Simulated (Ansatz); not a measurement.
Basis-set series for titanium tetrachloride, Cl$_{4}$Ti. Total charge 0; spin multiplicity 1. All single points use the PBE0-D4/def2-TZVP geometry.

Z-matrix (Å, degrees):
```
Ti
Cl 1 2.162
Cl 1 2.162 2 109.5
Cl 1 2.162 2 109.5 3 120.0
Cl 1 2.162 2 109.5 3 -120.0
```

| functional | basis | functions | energy (Eh) | HOMO (eV) | LUMO (eV) |
| --- | --- | --- | --- | --- | --- |
| PBE0-D4 | def2-TZVPP | 232 | -2689.80174 | -9.63 | -3.73 |
| PBE0-D4 | def2-QZVPP | 373 | -2689.87210 | -9.64 | -3.74 |
| ωB97M-V | def2-TZVPP | 232 | -2690.44695 | -11.80 | -1.59 |
| ωB97M-V | def2-QZVPP | 373 | -2690.51337 | -11.83 | -1.62 |

Q: Give the rows for def2-SVP. (Estimate.)

A: Ansatz gave: 
| functional | basis | functions | energy (Eh) | HOMO (eV) | LUMO (eV) |
| --- | --- | --- | --- | --- | --- |
| PBE0-D4 | def2-SVP | 103 | -2689.05112 | -9.55 | -3.82 |
| ωB97M-V | def2-SVP | 103 | -2689.70486 | -11.65 | -1.61 |

Scalar relativity is left out up to krypton.
